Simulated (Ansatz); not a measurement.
Isolated molecules relaxed with PBE0-D4/def2-TZVP in Ansatz; ΔE leaves out vibrations. CCSD(T)/CBS is the MP2 limit (def2-TZVPP, def2-QZVPP) plus CCSD(T) − MP2 in def2-TZVPP, frozen cores. This one scheme is used for every species. Functionals use def2-TZVPP. Elements past krypton have def2 core potentials. For Ga, Sb outer-core shells are correlated without core-valence functions, which leaves a few kJ/mol of doubt a bond. Scalar relativity is left out up to krypton. Each species was taken in one conformer, which may not be the lowest.

Reaction (ligand exchange at a Ga–O bond): `[GaH2][O][SbH2]` + `F[SiH2]N[SiH3]` → `F[SiH2][N]([SiH3])[GaH2]` + `[OH][SbH2]`

| level | ΔE (eV) |
| --- | --- |
| B2PLYP | 0.24 |
| PBE | 0.20 |
| CCSD(T)/def2-TZVPP | 0.15 |
| SCS-MP2/def2-QZVPP | 0.18 |

(1) What does CCSD(T)/CBS give? (Estimate.)

Largest T1 diagnostic among the species: 0.016.

Results:

(1) The calculation gave: +0.14 eV. The listed levels differ from it by 0.10, 0.06, 0.01, 0.04 eV.

In def2-TZVPP, CCSD(T) changes the Hartree–Fock value by −0.15 eV (the triples alone add −0.02 eV) and MP2 by −0.15 eV. The D4 term adds −0.07 eV with B3LYP and −0.04 eV with PBE0; it sums over pairs of atoms, weighted by their polarisabilities, and B3LYP, whose exchange is more repulsive, gets the larger term.

B3LYP here is the variant with VWN-RPA as its local correlation; programs differ in this.
